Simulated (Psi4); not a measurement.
As4, charge +1, doublet, at a GFN2-xTB geometry (a state made from the parent by changing its charge; the spin is typed, not shown lowest). Base run: SVWN/3-21G in Psi4.

Input for Psi4:
```
memory 2 GB

molecule {
1 2
  As   -0.91408271    0.11757606   -1.17441154
  As    0.56448145    1.36964334    0.18453076
  As    0.91952912   -1.12533990   -0.34159932
  As   -0.56992786   -0.36187950    1.33148010
}

set basis 3-21g
set reference uks

energy('svwn')
print_variables()
```

The base run was repeated with changes; each row names its change, and settings that it needs were set with it.

```json
[
 {"change": "base", "ΔE vs base (mEh)": "0.000", "SCF cycles": "7", "grid points": "80836", "basis functions": "92"},
 {"change": "scf_type = out_of_core", "ΔE vs base (mEh)": "0.696", "SCF cycles": "7", "grid points": "80836", "basis functions": "92"},
 {"change": "guess = sap", "ΔE vs base (mEh)": "0.000", "SCF cycles": "6", "grid points": "80836", "basis functions": "92"},
 {"change": "puream = true", "ΔE vs base (mEh)": "60.241", "SCF cycles": "7", "grid points": "80836", "basis functions": "88"},
 {"change": "scf_type = mem_df", "ΔE vs base (mEh)": "0.000", "SCF cycles": "7", "grid points": "80836", "basis functions": "92"},
 {"change": "level_shift = 0.3", "ΔE vs base (mEh)": "0.000", "SCF cycles": "7", "grid points": "80836", "basis functions": "92"},
 {"change": "cholesky_tolerance = 1e-6 (with scf_type cd)", "ΔE vs base (mEh)": "0.694", "SCF cycles": "7", "grid points": "80836", "basis functions": "92"},
 {"change": "basis_guess = sto-3g", "ΔE vs base (mEh)": "0.000", "SCF cycles": "6", "grid points": "80836", "basis functions": "92"},
 {"change": "d_convergence = 1e-8", "ΔE vs base (mEh)": "0.000", "SCF cycles": "10", "grid points": "80836", "basis functions": "92"},
 {"change": "dft_spherical_points = 110", "ΔE vs base (mEh)": "-0.816", "SCF cycles": "7", "grid points": "29612", "basis functions": "92"},
 {"change": "e_convergence = 1e-8", "ΔE vs base (mEh)": "0.000", "SCF cycles": "8", "grid points": "80836", "basis functions": "92"},
 {"change": "puream = false", "ΔE vs base (mEh)": "0.000", "SCF cycles": "7", "grid points": "80836", "basis functions": "92"},
 {"change": "soscf = true", "ΔE vs base (mEh)": "0.000", "SCF cycles": "6", "grid points": "80836", "basis functions": "92"}
]
```

Open shells are given as the SCF converged; they aren't shown to be the lowest states, and a large step between rows can be another state.
